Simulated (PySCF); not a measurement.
Structure with atom numbers: `[CH3:1][c:2]1[cH:3][p:4][c:5]([CH:6]=[O:7])[o:8]1`. Each H is labelled by its parent atom.

PySCF 2.14.0 with density-fitted response routines calculation with geometry: GFN2-xTB and σ from GIAO-PBE0/pcSseg-1; no solvent, one computed conformer, fast rotation and ring inversion assumed for equivalent nuclei, relativity neglected.

Referencing at the same level of theory: 13C, 1H vs TMS; 31P against H3PO4; 17O vs H2O.

| atoms | nucleus | count | δ (ppm) |
| --- | --- | --- | --- |
| C1 | 13C | 1 | 19.2 |
| C3 | 13C | 1 | 135.9 |
| O7 | 17O | 1 | 627.0 |
| P4 | 31P | 1 | 197.2 |
| H(C1) | 1H | 3 | ? |
| C6 | 13C | 1 | ? |
| C5 | 13C | 1 | 200.3 |
| O8 | 17O | 1 | ? |
| H(C6) | 1H | 1 | 9.98 |
| C2 | 13C | 1 | 170.6 |
| H(C3) | 1H | 1 | 7.31 |

Complete the table.

Answers


- C6: 182.8 ppm, aldehyde carbonyl carbon; low-lying n→π* states of the double bond to the heteroatom give a large paramagnetic term (-240 ppm)
- H(C1): 2.66 ppm, hydrogen on a methyl carbon on an aromatic ring; benzylic-type position, deshielded by the ring
- O8: 357.9 ppm, aromatic ring oxygen

Shifts are as computed. Against solution values, carbons near 30 ppm lie about +3 ppm off and those near 130 ppm about +5 ppm. Of 1211 compounds with measured shifts, 218 miss one by over three times the rms of a fit or turn the order of signals round; such compounds aren't used in these exercises. Unscaled 17O shifts of doubly bonded oxygen tend to come out too high, by tens of ppm or more. Experimental scales use liquid or dissolved standards, which lie at an offset from isolated H2O (liquid H2O: subtract about 36 ppm) and H3PO4.
